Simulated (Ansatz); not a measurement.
The first iterations of a band of CH₅AlO₃ (10 atoms, charge 0, multiplicity 1).

The calculation used RKS revPBE-D4/def2-SVP (Ansatz 0.2.0).

```yaml
movable_images: 9
climbing_image: from the first iteration
spring: 5.0 eV/Å²
optimiser: fire
start_path: through a guess of the saddle point
force_threshold: 0.05 eV/Å
iteration_limit: 60
end_points: relaxed
```

First end point:

```xyz
10
Properties=species:S:1:pos:R:3
O 0.370 0.074 1.097
C -0.325 -1.003 0.010
O 0.672 -1.781 -0.505
O -0.922 -0.161 -0.815
Al -0.357 1.456 -0.070
H 1.327 -0.114 1.155
H -0.944 -1.606 0.711
H 0.935 -1.349 -1.346
H -1.508 2.286 0.658
H 0.835 2.148 -0.892
```

Last end point:

```xyz
10
Properties=species:S:1:pos:R:3
O 1.657 -0.256 0.321
C 0.650 -1.010 0.015
O 0.938 -2.304 -0.078
O -0.532 -0.601 -0.191
Al -1.036 1.284 -0.064
H 1.254 0.735 0.348
H -1.468 1.705 -1.547
H 0.104 -2.764 -0.312
H -2.010 1.372 1.203
H 0.525 1.787 0.307
```

| iteration | highest image above the first end (eV) | largest band force component (eV/Å) |
| --- | --- | --- |
| 1 | 24.890 | 87.644 |
| 2 | 8.704 | 10.934 |
| 3 | 7.306 | 8.793 |
| 4 | 7.052 | 5.401 |
| 5 | 6.659 | 2.393 |
| 6 | 6.377 | 3.362 |
| 7 | 6.347 | 2.268 |
| 8 | 6.299 | 1.979 |
| 9 | 6.246 | 2.797 |
| 10 | 6.240 | 1.907 |
| 11 | 6.231 | 1.911 |
| 12 | 6.228 | 1.926 |
| 13 | 6.235 | 1.948 |
| 14 | 6.252 | 1.989 |
| 15 | 6.285 | 2.041 |
| 16 | 6.303 | 2.047 |
| 17 | 6.340 | 2.059 |
| 18 | 6.402 | 2.139 |
| 19 | 6.495 | 2.246 |
| 20 | 6.630 | 2.365 |

Q: Does the band converge within its limit, and where does its top end?

A: It did not converge within its limit. It ended after 60 iterations with the highest image 5.254 eV above the first end. The band didn't meet its force threshold, so its energies are provisional: the largest band force was still 2.64 eV/Å, and over the last iterations the top moved between 5.13 and 5.25 eV. Neighbouring images lie up to 2.4 Å apart, so the band is torn or far too coarse. The orbitals stay closed-shell, which can raise the energy where a bond breaks towards radicals; this wasn't checked here.

Run time: 12 min on 2 threads of AMD EPYC 7R13 Processor (Zen 3), on a shared host, peak memory 0.22 GiB.
